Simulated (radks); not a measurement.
Values are calculated unless marked as measured or tabulated.
Species: Ba II. Configuration: [Xe] 7p1 (not the ground configuration). Level of theory: Dirac Kohn-Sham, PBE, spin-unpolarised, spherical densities, point nucleus; open shells fill j = l - 1/2 first (a radial shooting solver on a logarithmic mesh with Libxc functionals). Some entries of the table are withheld. Estimate them.

orbital,occ.,eigenvalue (hartree),<1/r> (bohr^-1),<r> (bohr)
1s1/2,2,-1368.512,(1),0.02558
2s1/2,2,-216.5068,14.25,0.1093
2p1/2,2,(2),14.23,0.09193
2p3/2,4,(3),12.99,0.09793
3s1/2,2,-45.96941,5.121,0.2916
3p1/2,2,-40.70296,5.033,0.2815
3p3/2,4,-37.99124,4.724,0.2934
3d3/2,4,-28.75671,4.585,0.2644
3d5/2,6,-28.17871,4.506,0.2681
4s1/2,2,-9.29052,2.103,0.6739
4p1/2,2,-7.37635,1.997,0.6969
4p3/2,4,-6.81112,1.897,0.7241
4d3/2,4,-3.68591,1.670,0.7945
4d5/2,6,-3.58982,1.646,0.8045
5s1/2,2,-1.56813,0.8092,1.634
5p1/2,2,(4),0.7093,1.844
5p3/2,4,(5),0.6756,1.923
7p1/2,1,(6),0.1308,(7)
7p3/2,0,(8),0.1304,(9)

Answer. 
(1) 1s1/2 <1/r> (bohr^-1): 60.71
(2) 2p1/2 eigenvalue (hartree): -203.9527
(3) 2p3/2 eigenvalue (hartree): -189.9239
(4) 5p1/2 eigenvalue (hartree): -1.06994
(5) 5p3/2 eigenvalue (hartree): -0.99236
(6) 7p1/2 eigenvalue (hartree): -0.11916
(7) 7p1/2 <r> (bohr): 9.892
(8) 7p3/2 eigenvalue (hartree): -0.11583
(9) 7p3/2 <r> (bohr): 10.02
